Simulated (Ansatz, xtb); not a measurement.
# Relative energy of two isomers of C4H4BFO

Structure a is `OC1=CB(F)C=C1`, a singlet and structure b is `OB1C=CC(F)=C1`, a singlet. Both are isolated molecules in the gas phase, relaxed with r2SCAN-D4/def2-SVP; the shapes shown needn't be the lowest conformers.

a (Å):

```csv
atom,x (Å),y (Å),z (Å)
C,-0.4517,0.8235,-0.6133
C,-0.1372,-0.3268,0.0405
C,-1.0399,-0.7069,-2.3070
C,-0.9897,0.6024,-2.0115
B,-0.4826,-1.4290,-0.9804
F,-0.3606,-2.7437,-0.8384
O,-0.3255,2.0661,-0.1331
H,-0.6193,2.7025,-0.8005
H,0.2622,-0.3504,1.0543
H,-1.3942,-1.1061,-3.2603
H,-1.2840,1.4448,-2.6528
```

b (Å):

```xyz
11

C    -1.1053   -0.4230   -0.1697
C     0.1652   -0.0058   -0.0056
C     0.6782    0.6192   -1.2681
C    -0.1931    0.6467   -2.2933
B    -1.4680   -0.0374   -1.6856
F     1.9264    1.0807   -1.2574
O    -2.6285   -0.2431   -2.3461
H    -3.2994   -0.6792   -1.8050
H    -1.6825   -0.9100    0.6218
H     0.7960   -0.0770    0.8871
H     0.0238    1.0651   -3.2762
```

Problem. Estimate E(b) − E(a) at the level CCSD(T)/def2-SVP + ΔMP2/def2-TZVPP.

Solution. Calculated at CCSD(T)/def2-SVP + ΔMP2/def2-TZVPP: E(b) − E(a) = +5.4 kcal/mol, so structure a lies lower.

Level by level:

```csv
level,geometry,E(b) − E(a) (kcal/mol),departure from the last row (kcal/mol),"job, with rough time for the two"
GFN2-xTB,GFN2-xTB,+3.6,−1.8,"optimisation, 0.59 s"
HF/STO-3G,GFN2-xTB,+0.9,−4.6,"single point, 1.2 s"
r2SCAN-D4/def2-SVP//GFN2-xTB,GFN2-xTB,+6.6,+1.2,"single point, 8.4 s"
r2SCAN-D4/def2-SVP,r2SCAN-D4/def2-SVP,+6.0,+0.6,"optimisation, 80 s"
HF/def2-SVP,r2SCAN-D4/def2-SVP,+5.9,+0.5,part of the CCSD(T) run
MP2/def2-SVP,r2SCAN-D4/def2-SVP,+5.6,+0.2,part of the CCSD(T) run
CCSD(T)/def2-SVP,r2SCAN-D4/def2-SVP,+5.0,−0.4,single point
CCSD(T)/def2-SVP + ΔMP2/def2-TZVPP,r2SCAN-D4/def2-SVP,+5.4,,"single point, 2.5 min"
```

As drawn, b has 1 B–O, 1 C–F in place of 1 C–O, 1 B–F.

The levels shown agree on the order. The largest departure from CCSD(T)/def2-SVP + ΔMP2/def2-TZVPP is that of HF/STO-3G, 4.6 kcal/mol. The last row adds to CCSD(T) the change of the MP2 difference between the two basis sets, here +0.4 kcal/mol.

With thermal terms from frequencies at re-optimised GFN2-xTB minima (ideal gas, soft modes damped towards free rotors, one conformer each, 298.15 K, 1 atm): on the last row, ΔE + ΔZPE = +5.5, ΔH = +5.4, ΔG = +5.5 kcal/mol.

The correlated steps freeze 7 core orbitals. Programs: Ansatz 0.2.0, xtb 6.7.1; the last row on 2 threads of AMD EPYC (Zen 3) on a shared host.
